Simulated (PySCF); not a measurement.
Computed IR spectrum (relative IR intensity) of a molecule C₃H₆NO, multiplicity 2. Coordinates come from a TPSSh-D3(BJ)/def2-SVP optimisation. The values are those of a single conformer. All values below come from TPSSh-D3(BJ)/def2-SVP (PySCF). No scaling factor is applied to the harmonic values.

ν (cm⁻¹): 82 (vw), 148 (w), 272 (m), 392 (vw), 530 (m), 604 (vw), 791 (w), 969 (m), 1021 (vw), 1031 (w), 1110 (vw), 1123 (w), 1305 (vs), 1380 (m), 1397 (m), 1437 (m), 1455 (m), 1465 (w), 1484 (m), 1650 (vs), 2988 (w), 3064 (w), 3104 (w), 3127 (w), 3170 (vw) (against the strongest line: vs over 80 %, s over 45 %, m over 15 %, w over 4 %, vw less)

Problem. Which structure fits?
A. CN(C)[C]=O
B. [CH2]N(C)C=O
C. C[N]C(C)=O

Solution. C, C[N]C(C)=O
